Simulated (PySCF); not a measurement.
Dipole response of Tb²⁺ (terbium, charge +2)

[Xe] 4f9, one real determinant. Calculation: PySCF 2.14, in ANO-RCC-VTZP (8s7p5d3f2g1h, 104 functions); scalar relativity by spin-free X2C-1e. Coupled (time-dependent) response in atomic units; α is the mean over directions. The basis has no added diffuse functions, which lowers α and C₆.

```tsv
method	mean α (bohr³)	α xx, yy, zz	C₆ (like pair)	S(−4)
UHF	7.747	7.497, 8.246, 7.497	41.39	121.3
```

S(−4) is the Cauchy moment in α(ω) = α(0) + S(−4) ω² + …

Spin-orbit coupling is absent.

α(iu) at UHF:

```tsv
u (hartree)	α(iu) (bohr³)
0	7.747
0.0500	7.507
0.100	7.128
0.200	6.536
0.300	6.072
0.500	5.292
0.750	4.439
1.00	3.711
1.50	2.648
2.00	1.977
3.00	1.235
5.00	0.6256
```

For an ion, C₆ is the dispersion term alone; charge-induced terms of lower order in 1/R come first.

The components differ because the open shell of this determinant is not spherical; for a pure term their mean is the scalar polarisability.

⟨L²⟩ = 24.03 against 30 for a pure H term, so this real determinant mixes terms. Spin-orbit coupling, absent here, splits the open shell strongly.
